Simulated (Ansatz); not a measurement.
Gas-phase electronic energies from Ansatz, PBE0-D4/def2-TZVP geometries. CCSD(T)/CBS is the MP2 limit (def2-TZVPP, def2-QZVPP) plus CCSD(T) − MP2 in def2-TZVPP, frozen cores. Functionals use def2-TZVPP. One conformer a species, not always the lowest.

Reaction (isomerisation): `CC(=O)CC(=O)CC(C)C` → `CC(=O)OC1CCCCC1`

Q: Is it downhill or uphill in electronic energy at CCSD(T)/CBS, and by how much? (Best estimate.)

A: The calculation gave: Downhill: ΔE = -0.50 eV.

Q: What do these levels give: PBE-D4, ωB97X-V, LC-ωPBE, MP2/def2-TZVPP, SCS-MP2/def2-TZVPP, CCSD/CBS(def2)? (Best estimate.)

A: The calculation gave: PBE-D4 -0.43, ωB97X-V -0.58, LC-ωPBE -0.69, MP2/def2-TZVPP -0.53, SCS-MP2/def2-TZVPP -0.46, CCSD/CBS(def2) -0.52 eV.

Largest T1 diagnostic among the species: 0.013.

From BLYP to BHLYP (50 % exact exchange), in def2-TZVPP and without D4, ΔE moves by −0.33 eV. Leaving LDA and LC-ωPBE aside and taking each functional with its dispersion term where it has one, the values, not all of them listed here, spread over 0.45 eV, from PBE-QIDH to BLYP-D4. LDA lies −0.43 eV from PBE without D4. In def2-TZVPP, CCSD(T) changes the Hartree–Fock value by −0.10 eV (the triples alone add +0.02 eV) and MP2 by −0.14 eV.
